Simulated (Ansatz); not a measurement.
A nudged elastic band was laid between two geometries of F4Ge + H2S (8 atoms, charge 0, multiplicity 1).

Level of theory: RKS BLYP-D4/def2-SVP in Ansatz 0.2.0.

* movable images: 7
* climbing image: yes
* spring: 5.0 eV/Å²
* optimiser: quadratic models (default)
* start path: through a guess of the saddle point
* force threshold: 0.03 eV/Å
* iteration limit: 60
* end points: relaxed

Image 0:

```xyz
8
Properties=species:S:1:pos:R:3
Ge 0.171 0.065 -0.097
F 0.271 -0.057 1.633
F 1.818 -0.060 -0.626
F -0.357 1.608 -0.674
F -0.616 -1.295 -0.835
S -2.824 0.164 0.936
H -2.922 -1.150 0.589
H -2.332 -0.149 2.168
```

Image 8:

```xyz
8
Properties=species:S:1:pos:R:3
Ge -0.681 0.225 -0.529
F -0.834 -1.189 2.259
F 0.466 0.481 0.810
F -0.272 1.419 -1.722
F -0.177 -1.303 -1.188
S -2.759 0.390 0.170
H -2.377 -0.333 1.277
H -0.156 -0.562 2.018
```

Task: What changes between the two ends?

Result: Bonds broken: Ge1–F2, S6–H8. Bonds formed: Ge1–S6, F2–H8. F4Ge + H2S becomes F3GeHS + FH.

Task: Give the energies along the band, and the barrier.

Result: It converged. The highest image is number 3 of 0 to 8, 0.83 eV above the first end and 0.93 eV above the last; the last end lies 0.10 eV below the first. A vibrational analysis at the climbing image gives one clearly imaginary mode, 601i cm⁻¹: a first-order saddle point. The orbitals stay closed-shell, which can raise the energy where a bond breaks towards radicals; this wasn't checked here.

```csv
image,path coordinate (Å),energy (eV),Ge1–F2 (Å),S6–H8 (Å),Ge1–S6 (Å)
0,0.00,0.00,1.74,1.36,3.17
1,0.94,0.12,1.74,1.36,3.11
2,1.87,0.39,1.77,1.37,2.89
3,2.82,0.83,1.97,1.55,2.48
4,3.48,0.31,2.44,2.05,2.30
5,4.14,0.20,2.90,2.41,2.24
6,4.81,0.17,2.92,2.88,2.23
7,5.47,0.01,2.98,3.25,2.21
8,6.14,-0.10,3.13,3.33,2.20
```

Task: What is the geometry of the highest image?

Result: 
```xyz
8
Properties=species:S:1:pos:R:3
Ge -0.262 0.035 -0.084
F -0.145 -0.911 1.638
F 1.291 0.745 0.251
F -0.742 1.091 -1.406
F -0.312 -1.497 -0.913
S -2.323 0.545 1.191
H -2.969 -0.464 0.532
H -1.330 -0.417 1.885
```

Task: What are the harmonic wavenumbers there?

Result: 601i, 38, 133, 204, 219, 261, 288, 317, 333, 455, 589, 609, 673, 724, 741, 1101, 1459, 2570 cm⁻¹.

Run time: 2.8 min on 4 threads of Intel(R) Xeon(R) Platinum 8375C CPU @ 2.90GHz (Ice Lake), with other jobs on the host, peak memory 0.21 GiB.
